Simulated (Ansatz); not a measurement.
`[CH3][Ge]([NH2])([F])[Cl]` + H–F → `[CH3][Ge]([NH2])([F])[F]` + HCl at 400 K and 1 bar (ligand exchange at a Ge–Cl bond).

Isolated molecules relaxed with PBE0-D4/def2-TZVP in Ansatz; ΔE leaves out vibrations. CBS: MP2 limit from def2 TZ/QZ plus the TZ coupled-cluster correction, frozen cores. This one scheme is used for every species. For Ge outer-core shells are correlated without core-valence functions, which leaves a few kJ/mol of doubt a bond. Scalar relativity is left out up to krypton. Each species was taken in one conformer, which may not be the lowest.

```tsv
species	CCSD(T)/CBS energy (Eh)	H − E (kJ/mol)	S (J/(mol·K))
`[CH3][Ge]([NH2])([F])[Cl]`	-2731.56957	211.3	410.5
H–F	-100.39570	36.5	182.2
`[CH3][Ge]([NH2])([F])[F]`	-2371.58148	212.6	398.7
HCl	-460.38127	29.6	195.4
```

H − E and S are ideal-gas, rigid-rotor, harmonic terms from PBE0-D4/def2-TZVP, for one conformer and one mirror image of each species. 1 Eh = 2625.50 kJ/mol, R = 8.31446 J/(mol·K).

By hand: ΔE, ΔH, ΔS and ΔG.

ΔE = (-2371.58148) + (-460.38127) − (-2731.56957) − (-100.39570) = 0.00252 Eh = 6.6 kJ/mol. Δ(H − E) = 212.6 + 29.6 − 211.3 − 36.5 = -5.6, so ΔH = 1.0 kJ/mol. ΔS = 398.7 + 195.4 − 410.5 − 182.2 = 1.4 J/(mol·K). ΔG = 1.0 − 400 × (1.4)/1000 = 0.4 kJ/mol.

By hand: the equilibrium constant, and the temperature at which ΔG would vanish if ΔH and ΔS stayed fixed.

log₁₀ K = −ΔG/(RT ln 10) = -0.1. ΔG = 0 at ΔH/ΔS = 714 K, though so small a ΔH makes that figure unsure.

TΔS isn't small against ΔH here. The sign of ΔG lies within the doubt. A doubt of 5 kJ/mol in ΔE shifts log₁₀ K by 0.7 here. Other conformers and mirror images would add mixing entropy, several J/(mol·K) or more a flexible species. These are equilibria of isolated gas molecules and say nothing of rates. Largest T1 diagnostic: 0.011 (customary marks: 0.02 for closed shells, 0.045 for open ones).
